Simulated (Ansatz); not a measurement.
Consider the ligand exchange at a B–S bond: `SBS` + `[OH][AlH][Cl]` → `SB[O][AlH][Cl]` + H₂S.

Calculated with Ansatz (gas phase, PBE0-D4/def2-TZVP geometries, no zero-point term in ΔE). CBS: MP2 limit from def2 TZ/QZ plus the TZ coupled-cluster correction, frozen cores. This one scheme is used for every species. DFT in def2-TZVPP. Each species was taken in one conformer, which may not be the lowest.

`SBS`:

```xyz
6

S    -1.769   -0.286    0.322
B    -0.024    0.061    0.446
S     1.059    0.056   -0.975
H    -1.846   -0.497   -1.005
H     0.387    0.300    1.537
H     2.192    0.366   -0.326
```

`[OH][AlH][Cl]`:

Cartesian coordinates in Å:
```
O 1.241 0.042 0.344
Al -0.403 0.269 0.060
Cl -1.468 -1.140 -1.069
H 1.745 -0.702 0.020
H -1.115 1.532 0.645
```

`SB[O][AlH][Cl]`:

```xyz
8

S    -0.073    2.331    0.401
B    -0.029    0.863   -0.660
O     0.174   -0.335   -0.101
Al    0.261   -1.824    0.656
Cl   -1.523   -2.729    1.237
H    -0.282    3.213   -0.588
H    -0.175    0.984   -1.843
H     1.646   -2.505    0.898
```

H₂S:

```xyz
3

S    -0.046   -0.234    0.572
H    -0.415    0.927    0.011
H     0.461   -0.692   -0.583
```

| level | ΔE (eV) |
| --- | --- |
| r2SCAN0-D4 | -0.48 |
| BHLYP-D4 | -0.60 |
| r2SCANh | -0.45 |
| CCSD/def2-TZVPP | -0.54 |
| CCSD(T)/def2-TZVPP | -0.50 |
| HF/CBS(def2) | -0.74 |
| MP2/CBS(def2) | -0.42 |
| CCSD/CBS(def2) | -0.52 |

Question: What does CCSD(T)/CBS give? (An estimate is asked.)

Answer: Computed: -0.48 eV. The listed levels differ from it by 0.00, -0.12, 0.03, -0.06, -0.02, -0.26, 0.06, -0.04 eV.

Largest T1 diagnostic among the species: 0.014.

In def2-TZVPP, CCSD(T) changes the Hartree–Fock value by +0.22 eV (the triples alone add +0.04 eV) and MP2 by +0.28 eV. From BLYP to BHLYP (50 % exact exchange), in def2-TZVPP and without D4, ΔE moves by −0.11 eV. At CCSD(T), def2-SVP lies −0.14 eV from the extrapolated value and def2-TZVPP −0.02 eV.
